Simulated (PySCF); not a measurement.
**Ionisation energy of Ba²⁹⁺ by level of theory**

Ba²⁹⁺ [Ar] 3d9 (2D) → Ba³⁰⁺ [Ar] 3d8 (3F), as a difference of total energies. Calculation: PySCF 2.14, in an uncontracted even-tempered set (19 s from 3.9 bohr⁻², ratio 2.5; 13 p from 5 bohr⁻², ratio 2.5; 8 d from 5 bohr⁻², ratio 2.5; 4 f from 24 bohr⁻², ratio 2.7; 3 g from 36 bohr⁻², ratio 2.7); the spin-free X2C one-electron Hamiltonian (Gaussian nucleus). Correlated levels: outer shells: [Ne] frozen; virtual orbitals above 40 to 60 times the deepest correlated orbital energy dropped. The calculations carry no spin-orbit coupling.

```tsv
method	ionisation energy (eV)
UHF	1782.4
LDA	1783.8
PBE	1782.6
PBE0	1783.2
r2SCAN	1782.2
BP86	1782.9
r2SCANh	1782.5
MP2 (outer shells)	1784.3
SCS-MP2 (outer shells)	1784.0
```

Spin-orbit coupling is strong in these open shells (close to jj coupling). The scalar numbers leave it out and a first-order estimate fails, so it can dominate the gap to the real levels.

Breit and QED terms and the two-electron picture change are absent.

For comparison: 1776 ± 4 eV (theoretical estimate listed by NIST; NIST Atomic Spectra Database, ionization energies).
